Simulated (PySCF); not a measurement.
## Spinor energies of Xe+ (xenon, charge +1)

Start: [Kr] 4d10 5s2 5p4 6s1; 5p1/2 filled at m_j = +1/2; 5p3/2 filled at m_j = -1/2, +1/2, +3/2; 6s1/2 filled at m_j = +1/2. Calculated with PySCF 2.14 in x2c-TZVPall-2c with one added diffuse shell each of s, p, d, f type (9s10p6d3f, 90 functions): generalised Hartree-Fock with the X2C-1e Hamiltonian and a Gaussian nucleus; one run each with spin-orbit coupling (SO) switched off, then screened by Boettger's factors. This is a chosen level, not necessarily the ground level.

```json
{"spinor shell": "1s1/2", "electrons": "2", "ε, spin-free (eV)": "-34742.4", "ε, screened SO (eV)": "-34738.1", "weight of nominal j (screened SO)": "1.000", "rms radius, screened SO (bohr)": "0.0305"}
{"spinor shell": "2s1/2", "electrons": "2", "ε, spin-free (eV)": "-5521.3", "ε, screened SO (eV)": "-5520.0", "weight of nominal j (screened SO)": "1.000", "rms radius, screened SO (bohr)": "0.124"}
{"spinor shell": "2p1/2", "electrons": "2", "ε, spin-free (eV)": "-4948.7", "ε, screened SO (eV)": "-5174.7", "weight of nominal j (screened SO)": "1.000", "rms radius, screened SO (bohr)": "0.107"}
{"spinor shell": "2p3/2", "electrons": "4", "ε, spin-free (eV)": "-4948.7", "ε, screened SO (eV)": "-4847.2", "weight of nominal j (screened SO)": "1.000", "rms radius, screened SO (bohr)": "0.112"}
{"spinor shell": "3s1/2", "electrons": "2", "ε, spin-free (eV)": "-1184.6", "ε, screened SO (eV)": "-1184.1", "weight of nominal j (screened SO)": "1.000", "rms radius, screened SO (bohr)": "0.326"}
{"spinor shell": "3p1/2", "electrons": "2", "ε, spin-free (eV)": "-995.24", "ε, screened SO (eV)": "-1039.3", "weight of nominal j (screened SO)": "1.000", "rms radius, screened SO (bohr)": "0.318"}
{"spinor shell": "3p3/2", "electrons": "4", "ε, spin-free (eV)": "-995.24", "ε, screened SO (eV)": "-975.17", "weight of nominal j (screened SO)": "1.000", "rms radius, screened SO (bohr)": "0.330"}
{"spinor shell": "3d3/2", "electrons": "4", "ε, spin-free (eV)": "-714.92", "ε, screened SO (eV)": "-722.62", "weight of nominal j (screened SO)": "1.000", "rms radius, screened SO (bohr)": "0.302"}
{"spinor shell": "3d5/2", "electrons": "6", "ε, spin-free (eV)": "-714.92", "ε, screened SO (eV)": "-709.32", "weight of nominal j (screened SO)": "1.000", "rms radius, screened SO (bohr)": "0.305"}
{"spinor shell": "4s1/2", "electrons": "2", "ε, spin-free (eV)": "-243.85", "ε, screened SO (eV)": "-243.67", "weight of nominal j (screened SO)": "1.000", "rms radius, screened SO (bohr)": "0.762"}
{"spinor shell": "4p1/2", "electrons": "2", "ε, spin-free (eV)": "-181.20", "ε, screened SO (eV)": "-190.11", "weight of nominal j (screened SO)": "1.000", "rms radius, screened SO (bohr)": "0.797"}
{"spinor shell": "4p3/2", "electrons": "4", "ε, spin-free (eV)": "-181.20", "ε, screened SO (eV)": "-177.00", "weight of nominal j (screened SO)": "1.000", "rms radius, screened SO (bohr)": "0.825"}
{"spinor shell": "4d3/2", "electrons": "4", "ε, spin-free (eV)": "-87.020", "ε, screened SO (eV)": "-88.231", "weight of nominal j (screened SO)": "0.993", "rms radius, screened SO (bohr)": "0.937"}
{"spinor shell": "4d5/2", "electrons": "6", "ε, spin-free (eV)": "-87.020", "ε, screened SO (eV)": "-85.995", "weight of nominal j (screened SO)": "0.995", "rms radius, screened SO (bohr)": "0.946"}
{"spinor shell": "5s1/2", "electrons": "2", "ε, spin-free (eV)": "-39.320", "ε, screened SO (eV)": "-39.328", "weight of nominal j (screened SO)": "0.999", "rms radius, screened SO (bohr)": "1.93"}
{"spinor shell": "5p3/2", "electrons": "3", "ε, spin-free (eV)": "-25.203", "ε, screened SO (eV)": "-25.072", "weight of nominal j (screened SO)": "0.546", "rms radius, screened SO (bohr)": "2.27"}
{"spinor shell": "5p1/2", "electrons": "1", "ε, spin-free (eV)": "-25.203", "ε, screened SO (eV)": "-26.304", "weight of nominal j (screened SO)": "0.532", "rms radius, screened SO (bohr)": "2.27"}
{"spinor shell": "6s1/2", "electrons": "1", "ε, spin-free (eV)": "-8.804", "ε, screened SO (eV)": "-8.746", "weight of nominal j (screened SO)": "0.944", "rms radius, screened SO (bohr)": "4.53"}
```

| quantity | spin-free | screened SO |
| --- | --- | --- |
| E (hartree) | -7441.49478 | -7443.92877 |
| M_J | 5/2 | 5/2 |
| ⟨J²⟩ | 9.494 | 9.130 |
| ⟨L²⟩ | 2.741 | 2.686 |
| ⟨S²⟩ | 3.753 | 3.545 |

The determinant has a definite M_J but mixes levels of different J.

Each row is a mean over spinors that exchange with the open shell spreads, by up to 5.412 eV (5s1/2).

Rows whose weight is well below 1 are mixtures of j = l ± 1/2: exchange outweighs spin-orbit coupling there, and the label is only the starting occupation.

Breit and QED terms are absent; they matter most for the inner s and p1/2 levels.

Densities and radii are taken from the X2C orbitals without a picture-change correction, which distorts them close to the nucleus.

Without spin-orbit coupling the j labels of p, d and f shells carry no meaning; the spin-free column gives the mean over the occupied spinors of each nl shell, and its ⟨J²⟩ belongs to a mixture of degenerate components.
